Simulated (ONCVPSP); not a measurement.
## Configuration tests for chromium (Cr) (ONCV)

```json
{
 "Element": "Cr",
 "Generator": "ONCVPSP 4.0.1",
 "Type": "optimised norm-conserving Vanderbilt (ONCV)",
 "Functional": "PBE",
 "Relativity": "scalar-relativistic",
 "Frozen core": "[Ne]",
 "Valence charge": "14",
 "Reference configuration": "3s2 3p6 3d5 4s1",
 "Partial waves": "3s+4s: rc 1.35 bohr, ncon 4, nbas 8, qcut 11.5 1/bohr, 3 projectors, debl 1 Ha; 3p: rc 1.30 bohr, ncon 4, nbas 7, qcut 11.9 1/bohr, 1 projector; 3d: rc 2.00 bohr, ncon 4, nbas 9, qcut 7.1 1/bohr, 3 projectors, debl 2.8 Ha",
 "Local potential": "polynomial inside 0.85 bohr (lpopt 3, dvloc0 0 Ha)",
 "Core correction": "Teter function, fcfact 3.25, rcfact 1.55"
}
```

Energies are relative to the spin-unpolarised reference configuration 3s2 3p6 3d5 4s1; without spin polarisation the order of configurations can differ from experiment. Not all tests gave a result: 1 of 4 tests not solved or not reliable.

```json
{"valence configuration": "3s2 3p6 3d5 4s0", "charge": "+1", "ΔE all-electron (eV)": "6.902", "error AE − PS (meV)": "+9.0"}
{"valence configuration": "3s2 3p6 3d4 4s0", "charge": "+2", "ΔE all-electron (eV)": "22.954", "error AE − PS (meV)": "+16"}
{"valence configuration": "3s2 3p6 3d5 4s0 4p1", "charge": "0", "ΔE all-electron (eV)": "3.122", "error AE − PS (meV)": "+11"}
```

Levels in the configuration 3s2 3p6 3d5 4s0 4p1:

| level | all-electron (eV) | pseudo (eV) |
| --- | --- | --- |
| 3s | -75.387 | -75.381 |
| 3p | -46.856 | -46.844 |
| 3d | -4.271 | -4.273 |
| 4p | -1.727 | -1.728 |
